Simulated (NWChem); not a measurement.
System: CH6BFN2; SMILES NB(N)CF

NWChem input:

```
start job
memory heap 200 mb stack 900 mb global 1100 mb
geometry units angstroms noautosym nocenter noautoz
  N      0.733364    -1.769739    -0.003368
  B     -0.012774    -0.566735     0.000721
  N     -1.418996    -0.514514     0.001653
  C      0.757655     0.831972     0.006126
  F     -0.130077     1.897693    -0.003601
  H      1.742278    -1.790606    -0.004400
  H      0.315300    -2.689160    -0.005213
  H     -2.038131    -1.311594    -0.001649
  H     -1.881222     0.384399     0.002844
  H      1.421523     0.927138    -0.873634
  H      1.403412     0.928743     0.899153
end
basis spherical
  N library pcsseg-1
  B library pcsseg-1
  C library pcsseg-1
  F library pcsseg-1
  H library pcsseg-1
end
dft
  xc xpbe96 cpbe96
  iterations 150
end
property
  shielding
  efieldgrad
end
task dft property
```

Structure relaxed at the PBE0/def2-SVP level.

GIAO values for the isolated, static molecule; σ is the absolute isotropic shielding, δ = σ(reference) − σ with the isolated reference molecule computed at the same levels (11B: boron trifluoride, 13C: tetramethylsilane, 19F: trichlorofluoromethane, 1H: tetramethylsilane, 15N: ammonia).

Atoms are numbered as in the input.

**Question.** Give the results of this calculation. (PBE/pcSseg-1, GIAO.) Quantities: δ N1 (ppm); δ B2 (ppm); δ N3 (ppm); δ C4 (ppm); δ F5 (ppm); δ H9 (ppm); δ H11 (ppm).

**Answer.** 
| Quantity | Result |
|---|---|
| δ N1 (ppm) | 58.0 |
| δ B2 (ppm) | 14.6 |
| δ N3 (ppm) | 67.3 |
| δ C4 (ppm) | 79.6 |
| δ F5 (ppm) | -320.7 |
| δ H9 (ppm) | 2.92 |
| δ H11 (ppm) | 4.45 |
